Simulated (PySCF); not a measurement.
Vertical excitations of a molecule CH5FO2Si2 from TDDFT-PBE0/def2-SVPD in PySCF, as energy in eV (oscillator strength): 6.29 (0.010), 6.47 (0.004), 6.64 (0.047), 6.85 (0.045), 7.39 (0.037), 7.52 (0.033), 7.64 (0.032), 7.76 (0.111), 7.78 (0.029), 7.95 (0.086). Lowest triplet (TDA): 5.64 eV. Geometry optimised at PBE0-D3(BJ)/def2-SVP. The values are those of a single conformer.

Q: Identify the compound among the candidates.
(A) O=C[SiH2][Si@@H](O)F
(B) F[Si@H]1OCO[SiH2]1
(C) O=CO[Si@@H](F)[SiH3]
(D) O[Si@@H]1CO[Si@@H]1F

A: B, F[Si@H]1OCO[SiH2]1
